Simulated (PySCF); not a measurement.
Static response to an electric field

Species: C4H11NSi2.
Structure used (GFN2-xTB), in Å, numbered top down from 1:
```
atom  x, y, z in Å
C1    -2.828    0.808    0.124
N2    -1.499    0.313   -0.121
C3    -1.404   -1.114    0.053
Si4   -0.400    1.186   -1.120
C5     1.259    0.437   -0.783
C6     2.352   -0.038   -0.567
Si7    4.011   -0.766   -0.203
H8    -3.155    0.510    1.125
H9    -2.836    1.893    0.063
H10   -3.552    0.413   -0.600
H11   -1.725   -1.385    1.063
H12   -0.372   -1.431   -0.083
H13   -2.036   -1.657   -0.661
H14   -0.638    1.109   -2.576
H15   -0.465    2.577   -0.662
H16    3.825   -1.914    0.691
H17    4.620   -1.197   -1.464
H18    4.833    0.260    0.444
```

Level: PBE0/def2-SVPD (PySCF), static field, nuclei fixed, core orbitals frozen in the response. The polarisability tensor in these axes (au):

```
x   145.20 -14.61   1.61
y   -14.61 100.41  -5.98
z     1.61  -5.98  90.62
```

**Question.** Diagonalise the tensor; give its mean and Δα, where Δα² is half the sum of the squared differences of the eigenvalues.

**Answer.** Principal values 87.29, 99.22 and 149.73 au; mean 112.08 au = 16.61 Å³ = 18.48 × 10⁻⁴⁰ C²·m²/J; Δα = 57.41 au (51 % of the mean).

**Question.** What is the dipole moment, and where does it point?

**Answer.** (-0.60, -0.48, 0.24) D, 0.80 D in size, pointing from the negative to the positive side. Measured along this direction, the outermost atoms are H18 at the negative end and H11 and H8 at the positive end.

**Question.** Molar refractivity from α?

**Answer.** Lorentz–Lorenz: R = (4π/3)N_A α = 2.5225 cm³/(mol·Å³) × 16.61 Å³ = 41.9 cm³/mol, in the limit of long wavelengths.

**Question.** In a dilute gas of rigid molecules at 250 K, how does the orientational term μ²/3kT compare with the electronic polarisability?

**Answer.** In Gaussian units μ²/3kT = 6.25 Å³ against 16.61 Å³, a ratio of 0.38; the Debye molar polarisation (4π/3)N_A(α + μ²/3kT) is 57.7 cm³/mol, leaving out the vibrational part.

**Question.** Along which axes do the principal values lie, and how far do the nuclei extend along each?

**Answer.** Largest value along (0.96, -0.29, 0.06), where the nuclei span 8.23 Å; middle along (0.28, 0.81, -0.51), 4.45 Å; least along (0.10, 0.51, 0.86), 2.73 Å. The response follows the extents in order.

Geometry: GFN2-xTB, one conformer, isolated molecule.
